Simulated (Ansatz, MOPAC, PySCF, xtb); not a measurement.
Dimer: CH3Cl (SMILES CCl) (first 5 atoms) with H2 (SMILES [H][H]); geometry from B3LYP-D3(BJ)/def2-TZVP, rigid monomers moved along the line of their centres of mass till Cl2···H7 is 2.70 Å.
(charge 0, multiplicity 1):
```xyz
7

C     -0.26932     1.08040    -0.42773
Cl    -0.15217    -0.70344    -0.26955
H     -1.19973     1.31737    -0.93469
H     -0.25586     1.51169     0.56865
H      0.58094     1.42793    -1.00661
H     -0.10446     0.37639     2.95041
H     -0.09739    -0.07954     2.36123
```

Monomers are frozen at their geometry in the pair; levels with a basis set take the counterpoise correction. Rows marked so take none.

Correlated levels freeze the cores. CBS(a, b) extrapolates the correlation energy as X⁻³ and adds the Hartree–Fock energy of set b. Rows in 6-311+G**, 6-31G* carry no dispersion term and start afresh at each structure (6-31G* with six Cartesian d functions). The state that PM7 reach isn't checked; PM7 holds dispersion and hydrogen-bond terms.

Programs: Ansatz (Gaussian orbitals); MOPAC for PM7 (differences of heats of formation); PySCF for 6-311+G** rows, 6-31G* rows, the dispersion terms; xtb for the GFN methods. Each number belongs to the level named beside it.

| level | interaction energy (kcal/mol) |
|---|---|
| PM7 | 0.03 |
| GFN1-xTB | 0.42 |
| HF/6-31G* | 1.18 |
| r2SCAN-D3(BJ)/def2-TZVPPD | -0.19 |
| r2SCAN-D4/def2-TZVPPD | -0.16 |
| B3LYP/6-31G* (no counterpoise) | 0.27 |
| B3LYP/6-311+G** (no counterpoise) | 0.41 |
| MP2/aug-cc-pV(T+d)Z | -0.33 |
| CCSD(T)/CBS(aug-cc-pV(D+d)Z, aug-cc-pV(T+d)Z) | (withheld) |

Task: Some entries are withheld; supply them.

Result: 
- CCSD(T)/CBS(aug-cc-pV(D+d)Z, aug-cc-pV(T+d)Z), interaction energy (kcal/mol): -0.44

Ansatz is a program for electronic structure.
